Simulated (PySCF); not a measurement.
Bis(trichlorosilyl)methane, SMILES Cl[Si](Cl)(Cl)C[Si](Cl)(Cl)Cl (CH2Cl6Si2) at its PBE0/def2-SVP optimised geometry (Å):

```
11

Cl     2.8654    -0.5930     0.0000
Si     0.8133    -0.5930     0.0000
Cl     0.1702    -1.5137     1.7107
Cl     0.1700     1.3504     0.0000
C      0.2174    -1.5143    -1.5030
Si    -1.5370    -1.3153    -2.0907
Cl    -1.7557     0.4392    -3.1211
Cl    -2.8654    -1.3504    -0.5336
Cl    -1.9860    -2.8667    -3.3568
H      0.3863    -2.5879    -1.3078
H      0.8707    -1.2347    -2.3481
```

Level of theory: PBE0/def2-TZVP run with PySCF. Cells within 0.4 Å of a nucleus heavier than hydrogen are left out (blank, or x).

Map of the electron localisation function on the plane z = 0.0 Å:

```
|000000000000000000000000000|
|000000000000000000000000000|
|000000000000000000000000000|
|000000000000000000000000000|
|000000000000000000000000000|
|000000000000122210000000000|
|000000000013566652000000000|
|000000000146889985100000000|
|000000000379957997200000000|
|0000000004896xx796100000000|
|0000000004896xx784002432000|
|000000000169956972037875200|
|000134310026899852479997400|
|001467761001461004887898510|
|013689986000114xx295xx78510|
|015899998200115xx295xx68510|
|025896698400130104885798510|
|025896698400023212689997410|
|015899998300001110268875200|
|013689986100000000024542000|
|001467764000000000001110000|
|000134431000000000000000000|
|000001100000000000000000000|
|000000000000000000000000000|
|000000000000000000000000000|
|000000000000000000000000000|
|000000000000000000000000000|
```
Scale: ten equal steps from 0.000 (start of '0') to 0.902 (end of '9'), in the order '0123456789'; x runs from -5.00 to 5.00, y from -5.00 (bottom) to 5.00 (top).
